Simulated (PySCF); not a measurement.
**Working out the ionisation energy of S⁺**

S⁺ [Ne] 3s2 3p3 (4S) → S²⁺ [Ne] 3s2 3p2 (3P). All numbers are calculated (PySCF 2.14, the spin-free X2C one-electron Hamiltonian (Gaussian nucleus), in aug-cc-pCVTZ-DK (8s7p5d3f, 75 functions)). Frozen: nothing. Energies in hartree (1 hartree = 27.21139 eV):

```tsv
part	S⁺ (lower)	S²⁺ (upper)
UHF	-398.252070	-397.417584
CCSD correlation	-0.440274	-0.419062
(T)	-0.005960	-0.004651
```

Problem. What does Hartree-Fock give?

Solution. (-397.417584) − (-398.252070) = 0.834486 hartree = 22.708 eV.

Problem. What do CCSD and CCSD(T) give?

Solution. The CCSD correlation energies differ by 0.021212 hartree = 0.577 eV and the triples by 0.001309 hartree = 0.036 eV, so CCSD gives 23.285 eV and CCSD(T) 23.321 eV.

A first-order spin-orbit estimate adds -0.062 eV to CCSD(T) (all electrons), giving 23.259 eV against 23.338 eV (measured; NIST Atomic Spectra Database, ionization energies).

What remains against the reference includes basis incompleteness and higher excitations.
